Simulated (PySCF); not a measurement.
B(F)(OMe)2 (C2H6BFO2), SMILES COB(F)OC.

Geometry optimised at ωB97X-D3(BJ)/def2-SVP. One conformer was computed; it need not be the lowest.

Two levels are set side by side: PBE/def2-TZVP (PySCF) and ωB97X/def2-TZVP (PySCF). Same geometry, gas phase. Differences are taken from unrounded values.

```json
[
 {"quantity": "orbital gap (eV)", "ωB97X": "13.85"},
 {"quantity": "highest occupied level (eV)", "ωB97X": "-10.98"},
 {"quantity": "lowest empty level (eV)", "ωB97X": "2.87"},
 {"quantity": "dipole moment (D)", "ωB97X": "2.14"},
 {"quantity": "mean polarisability (bohr³)", "ωB97X": "45.1"}
]
```

Question: What does PBE give, and how far is it from ωB97X? (Estimate from the structure and the level; the computed values follow.)

Answer: 
| quantity | PBE | PBE minus ωB97X |
|---|---|---|
| orbital gap (eV) | 7.02 | -6.83 |
| highest occupied level (eV) | -6.92 | 4.06 |
| lowest empty level (eV) | 0.10 | -2.77 |
| dipole moment (D) | 2.02 | -0.11 |
| mean polarisability (bohr³) | 47.7 | 2.6 |

PBE's occupied levels lie high since its potential decays too fast outside the molecule; exact exchange lowers them and widens the gap. Loosely held outer electrons make PBE densities more polarisable. Differences between two approximate levels are no errors against the true value.

Rough cost on one machine, each run with all the roots and properties that it gave: ωB97X against PBE within a factor of 2.
